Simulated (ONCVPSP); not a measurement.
## silicon: one change to an ONCV potential, before and after

ONCVPSP 4.0.1 input, shortened (lines: element, Z, core and valence counts, functional; n l f; lmax; l rc ep ncon nbas qcut; lloc lpopt rc5 dvloc0; l nproj debl; icmod fcfact rcfact), PW91, scalar-relativistic:

```
  Si 14.00    3    2  -109134      upf
    1    0    2.00
    2    0    2.00
    2    1    6.00
    3    0    2.00
    3    1    2.00
    2
    0    1.85    0.00    4    8    3.50
    1    2.35    0.00    3    6    2.90
    2    2.05    0.13    4    8    5.30
    0    5    1.85    0.00
    0    0    0.50
    1    2    2.70
    2    2    2.90
    3    4.50    1.05
```

Change: s: rc 1.76.

Cutoffs: the cutoffs (Ha) at which the residual kinetic energy of the hardest occupied pseudo-wave falls to 1 and 0.1 mHa per electron; they do not see the model core or the augmentation charge, which bear on the density cutoff. Errors are all-electron minus pseudo energies relative to the spin-unpolarised reference configuration.

Question: What does the change do?

Answer: The potential gets harder (8.9 Ha and 43 Ha → 11 Ha and 47 Ha); of the 4 tests that both files solve, the error grows in 0 and shrinks in 1 by more than 15 % and 0.3 meV (median size 4.4 → 2.9 meV); neither file shows a bound ghost. A smaller radius makes the pseudo-wave follow the all-electron one further in, where it bends more sharply, so more plane waves are needed.

```csv
quantity,base,changed
"cutoff, loose",8.9 Ha,11 Ha
"cutoff, tight",43 Ha,47 Ha
loose cutoff by channel,"s 8.9 Ha, p 3.1 Ha","s 11 Ha, p 3.1 Ha"
bound ghosts,none,none
GHOST(+) flags under 300 eV,none,none
"error for 3s2 3p1, meV [ΔE 7.78 eV]",+0.2,-0.1
"error for 3s2 3p0, meV [ΔE 23.84 eV]",+8.5,+5.6
"error for 3s1 3p0, meV [ΔE 57.88 eV]",+79,+76
"error for 3s2 3p1.5, meV [ΔE 2.94 eV]",-0.1,-0.1
p: phases at 2.38 bohr within 0.05 rad from the reference energy up to (Ha; the scan ends near 5),to the end of the scan,to the end of the scan
d: phases at 2.08 bohr within 0.05 rad from the reference energy up to (Ha; the scan ends near 5),to the end of the scan,to the end of the scan
"rms error of d²Exc/dni dnj with the model core, mHa",1.25,1.30
```

Base: The cutoffs count occupied waves only; projector 2 of the d channel, the hardest unoccupied one, needs 43 Ha at the loose tolerance. Changed file: The cutoffs count occupied waves only; projector 2 of the d channel, the hardest unoccupied one, needs 43 Ha at the loose tolerance.
